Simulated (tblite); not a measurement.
Parent: `[CH3:1][C@H:2]([SiH3:3])[C:4]#[N:5]`, C3H7NSi.

Computed geometry: GFN2-xTB, gas phase. One conformer each, not checked by frequencies here.

```
coordinate of the parent    value
                   C1–C2  1.531 Å
                  C2–Si3  1.926 Å
                   C2–C4  1.432 Å
                   C4≡N5  1.145 Å
               C1–C2–Si3   112.3°
                C1–C2–C4   110.1°
               Si3–C2–C4   108.8°
                C2–C4–N5   178.5°
```

Task: How does the shared frame change in `[N:1]#[C:2][C@@H:3]([SiH3:4])[CH2:5][CH:6]1[CH2:7][CH2:8][CH2:9]1` with C2–C3–C5–C6 64°, C3–C5–C6–C7 71°, C5–C6–C7–C8 131°, C6–C7–C8–C9 -12°, C7–C8–C9–C6 12°, C5–C6–C9–C8 -132°, C7H13NSi? Atoms pair as C1 = C5, C2 = C3, Si3 = Si4, C4 = C2, N5 = N1 (parent first).

Result: 
```csv
parent,relative,value in the relative,change
C1–C2,C5–C3,1.535 Å,+0.004
C2–Si3,C3–Si4,1.923 Å,-0.003
C2–C4,C3–C2,1.431 Å,-0.001
C4≡N5,C2≡N1,1.145 Å,0.000
C1–C2–Si3,C5–C3–Si4,112.5°,+0.2
C1–C2–C4,C5–C3–C2,110.3°,+0.2
Si3–C2–C4,Si4–C3–C2,108.6°,-0.2
C2–C4–N5,C3–C2–N1,178.4°,-0.1
```

Of the parent's bonds, C1–C2 and C2–Si3 change most and about equally (-0.003 to +0.004 Å). Bonds of the relative outside the shared frame: C5–C6 1.522, C6–C7 1.541, C7–C8 1.536, C8–C9 1.536, C6–C9 1.540 Å. Point group C1 → C1.

Task: How does the shared frame change in `[N:1]#[C:2][C@@H:3]([SiH3:4])[CH2:5][c:6]1[cH:7][cH:8][cH:9][o:10]1` with C2–C3–C5–C6 -178°, C3–C5–C6–C7 120°, C7H9NOSi? Atoms pair as C1 = C5, C2 = C3, Si3 = Si4, C4 = C2, N5 = N1 (parent first).

Result: 
```
   parent   relative  value in the relative  change
    C1–C2      C5–C3                1.540 Å  +0.009
   C2–Si3     C3–Si4                1.926 Å   0.000
    C2–C4      C3–C2                1.430 Å  -0.002
    C4≡N5      C2≡N1                1.145 Å   0.000
C1–C2–Si3  C5–C3–Si4                 112.5°    +0.2
 C1–C2–C4   C5–C3–C2                 109.8°    -0.3
Si3–C2–C4  Si4–C3–C2                 109.2°    +0.4
 C2–C4–N5   C3–C2–N1                 178.7°    +0.2
```

Of the parent's bonds, C1–C2 changes most (+0.009 Å). Bonds of the relative outside the shared frame: C5–C6 1.488, C6–C7 1.364, C7–C8 1.417, C8–C9 1.358, C9–O10 1.345, C6–O10 1.351 Å. Point group C1 → C1.

Task: How does the shared frame change in `[N:1]#[C:2][C@H:3]([SiH3:4])[CH2:5][CH:6]=[O:7]` with C2–C3–C5–C6 -167°, C3–C5–C6–O7 0°, C4H7NOSi? Atoms pair as C1 = C5, C2 = C3, Si3 = Si4, C4 = C2, N5 = N1 (parent first).

Result: 
| parent | relative | value in the relative | change |
| --- | --- | --- | --- |
| C1–C2 | C5–C3 | 1.531 Å | 0.000 |
| C2–Si3 | C3–Si4 | 1.930 Å | +0.004 |
| C2–C4 | C3–C2 | 1.431 Å | -0.001 |
| C4≡N5 | C2≡N1 | 1.145 Å | 0.000 |
| C1–C2–Si3 | C5–C3–Si4 | 113.1° | +0.8 |
| C1–C2–C4 | C5–C3–C2 | 109.9° | -0.2 |
| Si3–C2–C4 | Si4–C3–C2 | 109.0° | +0.2 |
| C2–C4–N5 | C3–C2–N1 | 178.7° | +0.2 |

Of the parent's bonds, C2–Si3 changes most (+0.004 Å). Bonds of the relative outside the shared frame: C5–C6 1.498, C6=O7 1.198 Å. Point group C1 → C1.
